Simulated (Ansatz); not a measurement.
This geometry of CH$_{4}$NPSi (8 atoms, charge 0, multiplicity 1) is a first-order saddle point.

Method: RKS PBE-D4/def2-SVP in Ansatz 0.2.0.

```xyz
8
Properties=species:S:1:pos:R:3
N 2.046 -0.788 1.746
C 1.268 -0.169 1.122
Si 0.019 0.769 0.108
P -1.577 -0.688 -0.657
H 0.768 1.449 -1.000
H -0.586 1.798 1.014
H -0.749 -1.832 -0.375
H -1.096 -0.597 -2.012
```

Q: Which two structures does it join? (They come from a converged band through this point; their orientation in space is the band's.)

A: No bond is made or broken. The dihedral H5–Si3–P4–H7 goes from 43 to 166°.

Image 0:

```xyz
8
Properties=species:S:1:pos:R:3
N 2.010 -0.590 2.112
C 1.285 -0.099 1.331
Si 0.123 0.634 0.072
P -1.400 -0.981 -0.428
H 0.968 1.107 -1.075
H -0.565 1.797 0.723
H -0.448 -1.703 -1.234
H -1.882 -0.222 -1.557
```

Image 10:

```xyz
8
Properties=species:S:1:pos:R:3
N 2.026 -0.873 1.592
C 1.274 -0.192 1.000
Si 0.045 0.819 0.031
P -1.397 -0.491 -1.140
H 0.826 1.686 -0.911
H -0.713 1.661 1.013
H -1.639 -1.343 -0.003
H -0.331 -1.324 -1.637
```

Q: How far does it lie above each of them?

A: 0.055 eV above the first and 0.078 eV above the second. This is the barrier of this one path; another mechanism may lie lower.

Run time: 110 s on 1 thread of Intel(R) Xeon(R) Platinum 8375C CPU @ 2.90GHz (Ice Lake), with other jobs on the host, peak memory 0.14 GiB.
